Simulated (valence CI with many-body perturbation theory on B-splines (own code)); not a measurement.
# Tl⁴⁸⁺: E2, M1, M2 decay

Level of theory: valence CI with perturbative core correlation (CI+MBPT): five valence electrons over a frozen Dirac-Fock core [Ar] 3d10, a basis of 9 s, 9 p, 8 d, 6 f, 3 g, 1 h functions for each j, with the one-electron correlation potential Σ1, the two-electron term Σ2, the three-electron term Σ3, Breit, model QED; selected CI, second order for the rest (own B-spline code, finite nucleus).

No measured spectrum was set against this ion. As an estimate, large intervals hold to a few tenths of a per cent, small ones and those within an open d or f shell to about a per cent. Among the levels kept, up to 350 cm⁻¹ of a level comes from second order outside the variational space, and about a tenth of that is noise between levels of different J, which matters for small intervals.

Lines 1 to 19 of 19 in falling wavelength, among levels below 4176.4 × 10³ cm⁻¹, chosen from the decays that carry over 1 % of a level's rate. Wavelengths and rates use the calculated energies. Electric multipoles are in the length gauge, E1 and E2 with the static RPA response of the core. Weak lines are less certain than strong ones. Lines between different terms over intervals too small for the method are left out, as are lines whose strength nearly cancels. The highest levels of a list are the least certain.

Levels are named by their leading jj configuration (3d3/2^4 stands for four electrons in 3d with j = 3/2), which in mixed levels can hold well under half, so a name can repeat and another be missing. Letters in brackets count levels of one name in rising energy.

| λ vac (nm) | Upper | Lower | Type | A (s⁻¹) | Branch % |
| --- | --- | --- | --- | --- | --- |
| 37.25 | (4s^2 4p1/2 4p3/2 4d5/2) J=9/2 | (4s^2 4p1/2 4p3/2 4d3/2) J=7/2 | M1 | 2.19e+05 | 23.0 |
| 9.142 | (4s^2 4p3/2^2 4d5/2) J=9/2 | (4s^2 4p1/2 4p3/2 4d5/2) J=7/2 [b] | M1 | 8.82e+06 | 20.4 |
| 8.874 | (4s^2 4p1/2 4p3/2 4d5/2) J=7/2 [a] | (4s^2 4p1/2^2 4d5/2) J=5/2 | M1 | 1.75e+07 | 1.6 |
| 8.451 | (4s^2 4p1/2 4p3/2 4d5/2) J=9/2 | (4s^2 4p1/2^2 4d5/2) J=5/2 | E2 | 7.10e+05 | 74.6 |
| 8.381 | (4s^2 4p1/2 4p3/2^2) J=3/2 | (4s^2 4p1/2^2 4p3/2) J=3/2 | M1 | 3.13e+07 | 98.7 |
| 8.381 | (4s^2 4p1/2 4p3/2^2) J=3/2 | (4s^2 4p1/2^2 4p3/2) J=3/2 | E2 | 4.27e+05 | 1.3 |
| 8.317 | (4s^2 4p3/2^3) J=3/2 | (4s^2 4p1/2 4p3/2^2) J=1/2 | M1 | 7.87e+06 | 10.9 |
| 8.208 | (4s^2 4p3/2^2 4d5/2) J=9/2 | (4s^2 4p1/2 4p3/2 4d5/2) J=9/2 | M1 | 1.36e+07 | 31.5 |
| 8.208 | (4s^2 4p3/2^2 4d5/2) J=9/2 | (4s^2 4p1/2 4p3/2 4d5/2) J=9/2 | E2 | 8.91e+05 | 2.1 |
| 8.044 | (4s^2 4p1/2 4p3/2^2) J=5/2 | (4s^2 4p1/2^2 4p3/2) J=3/2 | M1 | 5.41e+06 | 76.3 |
| 8.044 | (4s^2 4p1/2 4p3/2^2) J=5/2 | (4s^2 4p1/2^2 4p3/2) J=3/2 | E2 | 1.68e+06 | 23.7 |
| 7.901 | (4s^2 4p3/2^3) J=3/2 | (4s^2 4p1/2 4p3/2^2) J=5/2 | M1 | 9.00e+06 | 12.5 |
| 7.901 | (4s^2 4p3/2^3) J=3/2 | (4s^2 4p1/2 4p3/2^2) J=5/2 | E2 | 2.96e+06 | 4.1 |
| 7.845 | (4s^2 4p3/2^2 4d5/2) J=9/2 | (4s^2 4p1/2 4p3/2 4d5/2) J=7/2 [a] | M1 | 1.09e+07 | 25.3 |
| 7.845 | (4s^2 4p3/2^2 4d5/2) J=9/2 | (4s^2 4p1/2 4p3/2 4d5/2) J=7/2 [a] | E2 | 8.07e+05 | 1.9 |
| 7.654 | (4s^2 4p1/2 4p3/2^2) J=1/2 | (4s^2 4p1/2^2 4p3/2) J=3/2 | M1 | 1.86e+07 | 92.5 |
| 7.654 | (4s^2 4p1/2 4p3/2^2) J=1/2 | (4s^2 4p1/2^2 4p3/2) J=3/2 | E2 | 1.51e+06 | 7.5 |
| 7.601 | (4s^2 4p3/2^3) J=3/2 | (4s^2 4p1/2 4p3/2^2) J=3/2 | M1 | 3.74e+07 | 52.0 |
| 5.856 | (4s^2 4p1/2 4p3/2 4d5/2) J=9/2 | (4s^2 4p1/2 4p3/2^2) J=5/2 | M2 | 1.33e+04 | 1.4 |
